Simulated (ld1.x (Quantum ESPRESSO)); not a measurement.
# Sb (Z = 51): one change to a TM potential, before and after

- Element: antimony (Sb)
- Generator: ld1.x (Quantum ESPRESSO) 7.5
- Type: norm-conserving Troullier–Martins (Kleinman–Bylander form)
- Functional: PBE
- Relativity: fully relativistic
- Frozen core: [Kr] 4d10
- Valence charge: 5
- Reference configuration: 5s2 5p3
- Partial waves: 5s (bound): rc 1.85 bohr; 5p (bound): rc 2.40 bohr; 5d channel at 0.05 Ry: rc 2.25 bohr
- Local potential: all-electron potential smoothed inside 1.60 bohr (lloc = -1)
- Core correction: Bessel-smoothed model core, default radius (core density twice the valence density)

Open shells are filled in proportion to 2j + 1 (rel_dist='average').

Change: wave 5d channel at 0.05 Ry: rc 2.25 bohr becomes 5d channel at 5.37 Ry: rc 2.25 bohr.

Cutoffs: the cutoffs (Ry, on a coarse ladder) from which the occupation-weighted sum of valence levels, in a spherical-Bessel basis at the reference potential, stays within 10 and 1 mRy of its value at 400 Ry; they do not see the model core or the augmentation charge, which bear on the density cutoff. Errors are all-electron minus pseudo energies relative to the spin-unpolarised reference configuration.

What does the change do?

The potential gets neither clearly harder nor softer (25 Ry and 35 Ry → 25 Ry and 35 Ry); the bound ghosts move from s to d, s; the errors of the 7 common tests hardly move; the range in which the d5/2 phases agree widens (upper end 0.5 → at the end of the scan).

| quantity | base | changed |
| --- | --- | --- |
| cutoff, loose | 25 Ry | 25 Ry |
| cutoff, tight | 35 Ry | 35 Ry |
| bound ghosts | s | s, d5/2, d3/2 |
| error for 5s2 5p2, meV [ΔE 8.33 eV] | -0.3 | -0.3 |
| error for 5s2 5p1, meV [ΔE 24.32 eV] | -21 | -21 |
| error for 5s2 5p0, meV [ΔE 48.76 eV] | -142 | -142 |
| error for 5s1 5p0, meV [ΔE 93.05 eV] | -484 | -484 |
| error for 5s0 5p5, meV [ΔE 16.38 eV] | -28 | -28 |
| error for 5s2 5p2.5, meV [ΔE 3.27 eV] | +0.3 | +0.3 |
| error for 5s1 5p3, meV [ΔE 17.04 eV] | -6.7 | -6.7 |
| s: phases at 2.58 bohr within 0.05 rad from the reference energy up to (Ry; the scan ends near 5) | 3.0 | 3.0 |
| p1/2: phases at 2.58 bohr within 0.05 rad from the reference energy up to (Ry; the scan ends near 5) | 1.0 | 1.0 |
| p3/2: phases at 2.58 bohr within 0.05 rad from the reference energy up to (Ry; the scan ends near 5) | 0.8 | 0.8 |
| d3/2: phases at 2.58 bohr within 0.05 rad from the reference energy up to (Ry; the scan ends near 5) | 0.5 | n/a |
| d5/2: phases at 2.58 bohr within 0.05 rad from the reference energy up to (Ry; the scan ends near 5) | 0.5 | to the end of the scan |

 A true bound ghost makes a file unfit for plane-wave use even where its test errors are small: the radial tests pick states by their node count and pass the ghost by.
